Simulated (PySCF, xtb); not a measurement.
B(OMe)3 (C3H9BO3), SMILES COB(OC)OC.

The structure is a stationary point at PBE0-D3(BJ)/def2-SVP. The isomer is the one that the SMILES or the coordinates give; other isomers of the formula were not compared. One conformer was computed; it need not be the lowest.

Computed with C-PCM-M06-2X/def2-SVP in PySCF 2.14.0.

The values are the electrostatic part of the solvation free energy, E(continuum) − E(gas) at the gas-phase geometry, in a cavity of scaled van der Waals radii (PySCF's table); cavitation and dispersion terms are not included. In vacuum the orbital gap is 12.18 eV. The dipole moment in vacuum is 0.00 D.

Computed values in water (ε = 78.36), 1-octanol (ε = 9.86), ethanol (ε = 24.85):
```
solvent        ε  ΔG(elec) (kcal/mol)  dipole (D)  gap (eV)
---------  -----  -------------------  ----------  --------
water      78.36                 -3.6        0.00     12.23
1-octanol   9.86                 -3.2        0.00     12.23
ethanol    24.85                 -3.5        0.00     12.23
```

For comparison, GFN2-xTB/ALPB(water) (xtb, at the GFN2-xTB geometry, all terms of that model) gives -3.2 kcal/mol.
